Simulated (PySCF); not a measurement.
Exercise with solution: chemical shift, span and skew from a shielding tensor

C4H8Si2, SMILES C1[SiH2]C(=CC=1)[SiH3]. Atoms are numbered in the order given.

```xyz
14

Si     0.0223    -2.3274     0.0000
C      0.1357    -0.4728     0.0000
C      1.3124     0.2200     0.0000
C      1.2576     1.6977     0.0000
C      0.0258     2.2651     0.0000
Si    -1.2048     0.8510     0.0000
H     -0.7189    -2.8194     1.2033
H     -0.7189    -2.8194    -1.2033
H      1.3949    -2.9215     0.0000
H      2.2954    -0.2729     0.0000
H      2.1920     2.2736     0.0000
H     -0.1174     3.3488     0.0000
H     -2.0806     0.8098    -1.2113
H     -2.0806     0.8098     1.2113
```
Charge 0, spin multiplicity 1.

Geometry optimised at r2SCAN-D4/def2-SVP. This is a generated structure with no PubChem entry under its InChIKey; it may be hypothetical.

GIAO shieldings from PBE/pcSseg-1 (PySCF), non-relativistic, no solvent. The symmetric part of the tensor of Si6 has the principal values 284.8, 386.9, 445.5 ppm. The same nucleus in TMS has σ = 335.4 ppm at this level (PySCF, at its B3LYP-D3(BJ)/def2-TZVP geometry).

Work out the isotropic shielding, the ²⁹Si shift against TMS, the span and the skew.


σ(iso) = (σ11 + σ22 + σ33)/3 = 372.4 ppm. δ = σ(ref) − σ(iso) = 335.4 − (372.4) = -37.0 ppm.
Span Ω = σ33 − σ11 = 160.7 ppm. Skew κ = 3(σ(iso) − σ22)/Ω = -0.27. Tumbling in solution averages the tensor to δ; in a static solid the shielding alone would spread this spin-1/2 line over Ω.
